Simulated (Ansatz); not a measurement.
The same path of BH3NPS (7 atoms, charge 0, multiplicity 1) was run twice with different band settings. Lost on the way: S1–H5. Made: P2–H5.

Level of theory: RKS PBE-D4/6-31G* (Ansatz 0.2.0).

Relaxed end points:

```xyz
7
Properties=species:S:1:pos:R:3
S -1.929 -0.221 -1.127
P 0.218 0.127 -1.306
B 0.793 0.596 0.476
N 0.997 -0.698 0.102
H -2.185 0.423 0.048
H 0.901 1.350 1.396
H 1.266 -1.646 0.365
```

```xyz
7
Properties=species:S:1:pos:R:3
S -2.503 -0.720 -0.209
P -0.774 0.158 -0.447
B 0.616 0.602 0.776
N 0.782 -0.546 0.026
H -0.516 0.611 -1.775
H 1.115 1.225 1.664
H 1.341 -1.398 -0.081
```

Common settings: movable images 5; climbing image yes; spring 5.0 eV/Å²; optimiser quadratic models (default); start path through a guess of the saddle point; iteration limit 60; end points relaxed.

| run | force threshold |
| --- | --- |
| 1 | 0.03 eV/Å |
| 2 | 0.5 eV/Å |

Q: What does each run give, and how far can it be trusted?

A: Run 1: converged after 16 iterations, highest image 1.937 eV above the first end. The profile has 2 maxima (images 1, 4) with wells between them (image 2): this band takes more than one step, which may be the mechanism or a detour left from its start path. Neighbouring images differ by up to 1.8 eV, so the band resolves the path poorly. A vibrational analysis at the climbing image gives one clearly imaginary mode, 1147i cm⁻¹: a first-order saddle point.
Run 2: converged after 8 iterations, highest image 2.009 eV above the first end. The threshold of 0.5 eV/Å is loose, so the images may lie well off the minimum-energy path. Neighbouring images differ by up to 1.7 eV, so the band resolves the path poorly. The order of the stationary point at the top wasn't checked.
The orbitals stay closed-shell, which can raise the energy where a bond breaks towards radicals; this wasn't checked here.
